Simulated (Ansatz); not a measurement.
Problem. Name a neutral molecule of C, N, O, Si and H with HOMO–LUMO gap (ωB97M-V/def2-TZVPP) between 11.85 and 12.15 eV and size of the dipole moment (B3LYP/def2-TZVPP) between 1.25 and 1.55 D (Ansatz, PBE0-D4/def2-TZVP geometry).

Solution. `C[SiH](O)N[SiH2]O` (12.08 eV, 1.49 D). Other molecules can fit too; these were computed, each in one conformer that needn't be the lowest.

B3LYP here is the variant with VWN-RPA as its local correlation; programs differ in this.
